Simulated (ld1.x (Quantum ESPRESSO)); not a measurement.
## rubidium: excitation energies, all-electron against TM

| Quantity | Value |
| --- | --- |
| Element | Rb (Z = 37) |
| Generator | ld1.x (Quantum ESPRESSO) 7.5 |
| Type | norm-conserving Troullier–Martins (Kleinman–Bylander form) |
| Functional | LDA (PZ) |
| Relativity | scalar-relativistic |
| Frozen core | [Ar] 3d10 |
| Valence charge | 9 |
| Reference configuration | 4s2 4p6 5s1 5p0 |
| Partial waves | 4p (bound): rc 1.50 bohr; 4d channel at 0.05 Ry: rc 1.90 bohr; 4s (bound): rc 2.35 bohr |
| Local potential | the s channel |
| Core correction | none |

Occupied shells without a wave of their own: 5s. They enter only through the test configuration that unscreens the potential.

Energies are relative to the spin-unpolarised reference configuration 4s2 4p6 5s1 5p0; without spin polarisation the order of configurations can differ from experiment. Spin-polarised rows fill each open shell by Hund’s rule, majority spin first.

```json
{"valence configuration": "4s2 4p6 5s0 5p0", "charge": "+1", "ΔE all-electron (eV)": "4.277", "error AE − PS (meV)": "-603"}
{"valence configuration": "4s1 4p6 5s1 5p0", "charge": "+1", "ΔE all-electron (eV)": "37.836", "error AE − PS (meV)": "+121"}
{"valence configuration": "4s2 4p5 5s1 5p0", "charge": "+1", "ΔE all-electron (eV)": "21.238", "error AE − PS (meV)": "+145"}
{"valence configuration": "4s2 4p6 5s1 5p0 (spin-polarised)", "charge": "0", "ΔE all-electron (eV)": "-0.125", "error AE − PS (meV)": "+3.3"}
{"valence configuration": "4s2 4p6 5s0.5 5p0 (spin-polarised)", "charge": "+0.5", "ΔE all-electron (eV)": "1.616", "error AE − PS (meV)": "-234"}
```

What are ΔE and the potential's error for 4s2 4p6 5s0.5 5p0?

ΔE = 1.659 eV all-electron; the error (AE − PS) is -233 meV.

What are ΔE and the potential's error for 4s2 4p6 5s0 5p1?

ΔE = 1.620 eV all-electron; the error (AE − PS) is -368 meV.

The 5s level has no wave, so the channel is fitted at the deeper level alone: the likely source of the large errors.

The potential misses its own reference levels by up to 0.4 eV.
